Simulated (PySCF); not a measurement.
# Reading the logs of faulty runs: BGeH5Si

Calculated results; nothing here was measured. The program is PySCF 2.14.0, an open-source quantum chemistry code, run on an isolated molecule that a program drew, which may never have been made. The molecule is BGeH5Si (charge 0, singlet), drawn as the SMILES string `[BH2][Ge][SiH3]`.

Each row is a Hartree-Fock (HF) and frozen-core CCSD(T) single point in the cc-pV(D+d)Z basis, meant for a local HF minimum. Run 1 is clean. Each other run has one planted mistake out of seven kinds, and not every kind appears here: one electron removed, one electron added, multiplicity raised by two, geometry at a saddle point, minimal basis STO-3G, one bond length entered in bohr, all coordinates scaled. The reference is restricted for singlets and unrestricted otherwise, and also for a bond in bohr. Adding or removing an electron swaps singlet and doublet. Electrons count all cores. HOMO and LUMO are orbital energies over both spins, the gradient is its largest component, and the lowest frequency (negative if imaginary) is given only where the gradient is small. Bond lengths are over the 7 bonds as drawn. T1 is the CCSD diagnostic: over 0.02 (restricted) or 0.045 (unrestricted) a single reference is doubtful. Germanium has the cc-pVDZ-PP basis, with a core potential (ECP10MDF) in place of its 10 inner electrons, and its 3s, 3p and 3d shells are frozen in CCSD(T).

Geometry of the clean run:
```xyz
8
BGeH5Si, angstrom
B    -1.7413    0.9626   -0.1252
Ge   -1.7517    1.5951    1.8289
Si    0.7346    1.5502    1.7844
H    -1.7223    1.7517   -1.0331
H    -1.7486   -0.2092   -0.3974
H     1.2055    2.9225    2.0974
H     1.1804    0.6282    2.8586
H     1.3848    1.1234    0.5197
```

| run | electrons | basis functions | <S^2> | HOMO (eV) | LUMO (eV) | gradient (hartree/bohr) | lowest frequency (cm^-1) | mean bond (Å) | longest bond (Å) | T1 | HF (hartree) | CCSD(T) (hartree) | mistake |
|---|---|---|---|---|---|---|---|---|---|---|---|---|---|
| 1 | 56 | 85 | 0.000 | -8.64 | 0.25 | 1.7e-05 | 25 | 1.6286 | 2.487 | 0.0181 | -609.85033 | -610.18031 | no fault |
| 2 | 56 | 85 | 0.921 | -8.95 | 0.18 | 1.5e-02 | - | 1.7815 | 2.487 | 0.0695 | -609.74065 | -610.06686 | one bond length entered in bohr |
| 3 | 57 | 85 | 0.762 | -1.32 | 6.73 | 3.0e-02 | - | 1.6286 | 2.487 | 0.0213 | -609.86914 | -610.21319 | one electron added |
| 4 | 55 | 85 | 0.770 | -15.30 | -6.75 | 3.4e-02 | - | 1.6286 | 2.487 | 0.0225 | -609.56850 | -609.86857 | one electron removed |
| 5 | 56 | 85 | 2.023 | -7.70 | -0.40 | 2.6e-02 | - | 1.6286 | 2.487 | 0.0214 | -609.81836 | -610.13062 | ? |

**Which mistake was planted in run 5, and what did it cost?**

Electrons, basis and geometry are unchanged, and <S^2> is 2.023, beside S(S+1) = 2.00 for a multiplicity of 3. So the mistake is: multiplicity raised by two. Subtracting run 1 and multiplying by 627.51 kcal/mol a hartree, the energy moved by 20.1 kcal/mol in HF and 31.2 kcal/mol in CCSD(T).

Cautions from the logs. Run 2: T1 is over the limit, so its CCSD(T) energy is less reliable.
